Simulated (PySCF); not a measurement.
Species: (H2B-mu-NH2)3.
Bonds: B1–N4, B1–N12, N4–B5, B5–N8, N8–B9, B9–N12. Hydrogens: H2, H3 on B1; H13, H14 on N4; H6, H7 on B5; H15, H16 on N8; H10, H11 on B9; H17, H18 on N12.

Method: PBE0-D3(BJ)/def2-SVP geometry optimisation, gas phase (PySCF); density fitting, grid level 1; the optimiser is geomeTRIC in internal coordinates, started from a GFN2-xTB structure with every atom displaced at random (about 0.03 Å).

Step 0: E = -6684.3318 eV
```
atom  x, y, z in Å  |  force x, y, z in eV/Å
B1     -0.0895    1.4332   -0.4120   -1.806   2.087   0.241
H2     -1.3256    1.7051   -0.2943    0.850  -0.456   0.226
H3      0.4052    2.4582   -0.8411    0.495   0.232  -0.100
N4      0.5687    1.0367    0.9378  -17.591   0.687   3.149
B5     -0.0673   -0.3590    1.5061    2.614   0.915  -0.018
H6      0.6083   -0.6274    2.4755    0.213  -0.296   0.347
H7     -1.1824   -0.2503    1.7956   -1.447   0.232   0.004
N8      0.1917   -1.3984    0.3822   -3.491   0.007   1.149
B9     -0.5014   -1.0839   -0.9549    0.631  -0.295  -1.520
H10    -0.1224   -1.9279   -1.7745   -0.075   0.032  -0.030
H11    -1.7019   -1.0618   -0.8877   -0.241   0.158   0.268
N12     0.0761    0.3200   -1.4208   -2.889  -0.518  -0.820
H13     1.3947    1.0191    0.8333   15.476  -0.042  -1.093
H14     0.2174    1.7560    1.6549    1.309  -1.252  -1.472
H15     1.1246   -1.6250    0.2813    2.729  -0.690  -0.264
H16    -0.2679   -2.2377    0.7483    0.230  -0.072  -0.201
H17    -0.4032    0.6063   -2.3083    0.524  -0.347   1.037
H18     1.0185    0.2538   -1.6439    2.469  -0.381  -0.903
```

Step 1: E = -6686.1026 eV
```
atom  x, y, z in Å  |  force x, y, z in eV/Å
B1     -0.1312    1.4812   -0.4159   -0.211   0.803  -0.105
H2     -1.3257    1.7023   -0.2594    0.085  -0.231   0.076
H3      0.3972    2.5161   -0.8349    0.186  -0.185   0.001
N4      0.5177    1.0562    0.9552   -1.606  -0.954  -0.351
B5     -0.0444   -0.3407    1.5258    0.782   0.384   0.137
H6      0.6224   -0.6372    2.5178   -0.022  -0.059  -0.059
H7     -1.2203   -0.2159    1.7785   -0.162  -0.005  -0.079
N8      0.1704   -1.4236    0.3989   -0.493   0.012   0.228
B9     -0.4874   -1.1072   -0.9940    0.253  -0.062  -0.543
H10    -0.1265   -1.9490   -1.8223    0.008   0.059   0.099
H11    -1.6957   -1.0593   -0.8943   -0.061   0.043   0.126
N12     0.0597    0.3147   -1.4445    0.042  -0.295   0.226
H13     1.5165    1.0628    0.8996    0.891   0.189   0.220
H14     0.2143    1.7449    1.6311    0.233   0.339   0.245
H15     1.1520   -1.6798    0.3055    0.074  -0.052   0.006
H16    -0.2907   -2.2656    0.7487    0.092  -0.024  -0.058
H17    -0.4250    0.5805   -2.2985   -0.088   0.009  -0.075
H18     1.0404    0.2366   -1.7196   -0.003   0.028  -0.094
```

Task: Estimate the geometry and energy of step 2. (The exact step hangs on the optimiser's Hessian estimate; all steps are aligned on step 1, rigid shifts and turns removed.)

Result: E = -6686.1672 eV, largest force 0.689 eV/Å
```
atom  x, y, z in Å  |  force x, y, z in eV/Å
B1     -0.1373    1.4943   -0.4215   -0.006   0.355  -0.068
H2     -1.3280    1.6908   -0.2597   -0.036  -0.082   0.027
H3      0.4214    2.5095   -0.8400    0.096  -0.109   0.025
N4      0.4969    1.0507    0.9548   -0.622  -0.294  -0.046
B5     -0.0310   -0.3348    1.5305    0.229   0.138   0.074
H6      0.6374   -0.6426    2.5160   -0.003  -0.005  -0.036
H7     -1.2163   -0.2163    1.7737   -0.038  -0.034   0.001
N8      0.1611   -1.4238    0.4024   -0.131   0.005   0.062
B9     -0.4808   -1.1084   -1.0045    0.061   0.004  -0.180
H10    -0.1183   -1.9508   -1.8236    0.026   0.013   0.033
H11    -1.6910   -1.0548   -0.8885   -0.013   0.012   0.031
N12     0.0571    0.3147   -1.4469    0.067  -0.150   0.066
H13     1.5101    1.0719    0.9245    0.306   0.113   0.074
H14     0.2169    1.7543    1.6386    0.141   0.030  -0.013
H15     1.1436   -1.6878    0.3103   -0.007  -0.021   0.005
H16    -0.2972   -2.2683    0.7468    0.019  -0.010  -0.015
H17    -0.4370    0.5758   -2.2999   -0.042  -0.007   0.003
H18     1.0359    0.2426   -1.7352   -0.048   0.045  -0.041
```

The energy changes by -0.0646 eV. The first-order estimate −F·Δx gives -0.0944 eV and the mean of the old and new forces, exact on a quadratic surface, -0.0645 eV. The step makes an angle of 56° with the force vector and moves no atom by more than 0.027 Å.

The cost below is that of the whole optimisation. On an Intel Xeon at 2.70 GHz with one thread, shared host with 64 logical CPUs at a one-minute load of 63, this took 89 s wall and 0.59 GiB of memory at its peak.
